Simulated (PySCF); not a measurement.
## `CC(=O)CC(F)F`, C4H6F2O

Cartesian coordinates in Å; atom numbers follow the order of the lines, from 1:
```xyz
13

C     1.812    0.025   -0.377
C     0.700    0.279    0.594
O     0.729    1.119    1.453
C    -0.535   -0.597    0.389
C    -1.670    0.277   -0.126
F    -2.809   -0.442   -0.258
F    -1.379    0.745   -1.365
H     2.137   -1.011   -0.305
H     1.443    0.192   -1.388
H     2.649    0.688   -0.178
H    -0.850   -1.015    1.346
H    -0.351   -1.399   -0.327
H    -1.880    1.140    0.524
```

Level of theory: GIAO BHandHLYP/pcSseg-1 magnetisability, rotational g tensor and spin-rotation constants, non-relativistic, gas phase (PySCF). Geometry: GFN2-xTB.

Q: Give the nuclear spin-rotation constants along the inertial axes (H = +C I·J) beside the isotropic shieldings.

A: Rotational constants 4.8675, 1.5850, 1.4560 GHz. A star marks the isotopologue with that one atom substituted, in its own axes.
| atom | isotope | Caa (kHz) | Cbb (kHz) | Ccc (kHz) | mean (kHz) | σ (ppm) |
| --- | --- | --- | --- | --- | --- | --- |
| F6 | 19F | 4.206 | 0.783 | 1.943 | 2.311 | 315.1 |
| F7 | 19F | 2.905 | 1.350 | 1.649 | 1.968 | 321.6 |
| H8 | 1H | -0.555 | -0.176 | 0.046 | -0.228 | 29.6 |
| H9 | 1H | -0.368 | 0.009 | -0.173 | -0.177 | 29.3 |
| H10 | 1H | 0.014 | -0.177 | -0.120 | -0.094 | 29.8 |
| H11 | 1H | -0.530 | 0.026 | -0.147 | -0.217 | 29.4 |
| H12 | 1H | -0.526 | -0.102 | -0.012 | -0.213 | 28.8 |
| H13 | 1H | -0.444 | -0.078 | 0.023 | -0.166 | 25.8 |
| C1 | 13C* | 0.746 | 0.251 | 0.276 | 0.424 | 150.9 |
| C2 | 13C* | 2.488 | 0.681 | 0.523 | 1.231 | -24.3 |
| O3 | 17O* | -2.972 | -1.098 | -0.768 | -1.613 | -352.4 |
| C4 | 13C* | 0.839 | 0.320 | 0.292 | 0.483 | 135.9 |
| C5 | 13C* | 1.431 | 0.462 | 0.422 | 0.772 | 67.4 |

For the geometry as given, no vibrational averaging.

Q: How do the rotational constants and the g tensor change when H8, H9, H10, H11, H12, H13 are replaced by deuterium?

A: Constants 4.2305, 1.4653, 1.3522 GHz; g -0.0355, -0.0170, -0.0166, against -0.0400, -0.0179, -0.0183 before.
